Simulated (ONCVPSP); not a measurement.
## Which change was made? (Dy, ONCV)

dysprosium (Dy), optimised norm-conserving Vanderbilt (ONCV), made with ONCVPSP 4.0.1 (Wu-Cohen, scalar-relativistic). Core [Xe] 4f9, reference 5d1 6s1 (charge +1). Waves: 6s: rc 3.10 bohr, ncon 4, nbas 7, qcut 1.8 1/bohr, 3 projectors, debl 2.8 Ha; p scattering state at 0.43 Ha: rc 2.75 bohr, ncon 4, nbas 8, qcut 2.6 1/bohr, 2 projectors, debl 0.9 Ha; 5d: rc 2.55 bohr, ncon 4, nbas 9, qcut 5.8 1/bohr, local. Local part: the d channel. Core correction: none.

In the p channel the program set the typed energies aside and used 0.050, 0.950 Ha.

Cutoffs, loose and tight: the cutoffs (Ha) at which the residual kinetic energy of the hardest occupied pseudo-wave falls to 1 and 0.1 mHa per electron. They do not see the model core or the augmentation charge, which bear on the density cutoff. Test errors are all-electron minus pseudo excitation energies from the reference, over the configurations 5d1 6s2; 5d1 6s0; 5d1 6s1.5; 5d1.5 6s1.5; variants that change the core or the reference have their own tests.

The base gives: outcome: generated, projector energies reset by the program; cutoff, loose: 9.4 Ha; cutoff, tight: 12 Ha; bound ghosts: p; GHOST(+) flags above zero: s, p; largest test error (meV): +39.

Question: After one change the result is: outcome: failed: sratom123: lschfb convergence ERROR n,l,iter= 4 3 4. Which change was it?
A. s: qcut 2.4; p: qcut 3.5; d: qcut 7.7
B. core [Kr] 4d10, valence charge 20; reference 4f10 5s2 5p6 6s1; waves now 5s+6s: rc 2.10 bohr, ncon 4, nbas 8, qcut 6.5 1/bohr, 2 projectors; 5p: rc 2.40 bohr, ncon 3, nbas 7, qcut 6 1/bohr, 2 projectors, debl 2.4 Ha; d scattering state at 0.26 Ha: rc 2.10 bohr, ncon 4, nbas 8, qcut 4.3 1/bohr, 1 projector; 4f: rc 1.10 bohr, ncon 3, nbas 8, qcut 13.2 1/bohr, 2 projectors, debl 2.1 Ha; local potential polynomial inside 1.10 bohr (lpopt 4, dvloc0 0 Ha)
C. p: nproj 1

Answer: B. The others give: p: nproj 1 → outcome: generated, projector energies reset by the program; cutoff, loose: 9.4 Ha; cutoff, tight: 12 Ha; bound ghosts: none; GHOST(+) flags above zero: s; largest test error (meV): +39 | s: qcut 2.4; p: qcut 3.5; d: qcut 7.7 → outcome: failed: ERROR pspot: first pseudo wave function has node, program will stop.
